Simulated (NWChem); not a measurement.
Species: C$_{4}$H$_{8}$O; SMILES C=CCOC

```xyz
13

C     -0.1280     2.4446    -0.2773
C      0.3644     1.3210     0.2426
C     -0.3765     0.0173     0.3012
O      0.4613    -1.0101    -0.2009
C     -0.1243    -2.2879    -0.0911
H     -1.1163     2.4800    -0.7318
H      0.4337     3.3747    -0.2663
H      1.3615     1.3063     0.6816
H     -0.6550    -0.2113     1.3477
H     -1.3153     0.0785    -0.2757
H     -0.3568    -2.5430     0.9565
H     -1.0549    -2.3652    -0.6774
H      0.5990    -3.0096    -0.4799
```
Atoms are numbered in this order, from 1.

Program: NWChem. Medium grid unless said otherwise, to which SCAN and Minnesota functionals are sensitive. Coordinates come from a B3LYP/6-31G* (spherical d) optimisation.

Q: Estimate the computed values for r2SCAN/def2-TZVP. Quantities: highest occupied level (eV); orbital gap (eV); dipole (D).

A: highest occupied level (eV): -6.17
orbital gap (eV): 5.43
dipole (D): 1.16
